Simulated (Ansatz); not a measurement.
Se, triplet; B3LYP/cc-pVTZ run with Ansatz (an electronic-structure program).

Here is a job for Ansatz.
Ansatz 0.2 input:
```yaml
crystal:
  periodic: [false, false, false]
  atoms:
    - {symbol: Se, position_ang: [0.00000000, 0.00000000, 0.00000000]}
basis:
  gaussian:
    orbitals: cc-pVTZ
hamiltonian:
  xc: b3lyp
magnetization: {spin_polarized: true, initial_magnetization: 2}
```

Problem. Write the output that Ansatz gives for this input, abridged.

Solution. 
```
Functional definition: B3LYP
276 factors; integrals over basis functions are off by at most 1.7e-4 eV
mean field evaluation 1: about -65349.9514 eV, gradient 4.6e0 eV
mean field evaluation 2: about -65350.0465 eV, gradient 1.2e0 eV
mean field evaluation 4: about -65350.0524 eV, gradient 1.9e-1 eV
mean field evaluation 8: about -65350.0527 eV, gradient 1.6e-3 eV
mean field -65350.05268722 eV, -2401.5701403987 hartree, gradient 7.0e-5 eV, S^2 2.002707; 0 other end points of the search recorded, 0 dependent functions left out
reference -65350.05282904 eV, -2401.5701456106 hartree; 18, 16 occupied and 25, 27 virtual orbitals, 276 factors
Total energy: -65350.05282904 eV, -2401.5701456106 hartree
```
